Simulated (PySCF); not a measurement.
H3OSi, SMILES [OH+]=[SiH2], charge +1. Atoms are numbered in the order given.

```xyz
5

O      0.1051     1.0281     0.0000
Si    -0.0147    -0.5368     0.0000
H     -0.5805     1.7120     0.0000
H     -1.3261    -1.1930     0.0000
H      1.2722    -1.2285     0.0000
```
Charge +1, spin multiplicity 1.

Geometry: B3LYP-D3(BJ)/def2-TZVP. The isomer is the one that the SMILES or the coordinates give; other isomers of the formula were not compared.

Method: B3LYP/pcJ-1 in PySCF.

Isotropic couplings with Fermi-contact, spin-dipole and both spin-orbit terms, one fixed conformer, no vibrational averaging. Isotopes: 1H, 29Si.

Question: Estimate the spin–spin coupling constants. (An estimate is asked for; the answer gives what the named calculation found.)

Answer: 
```
pair    bonds apart  J (Hz)
------  -----------  ------
Si2–H4            1  -362.8
Si2–H5            1  -422.4
Si2–H3            2    -2.8
H4–H5             2    98.8
H3–H4             3    -2.7
H3–H5             3    15.4
```
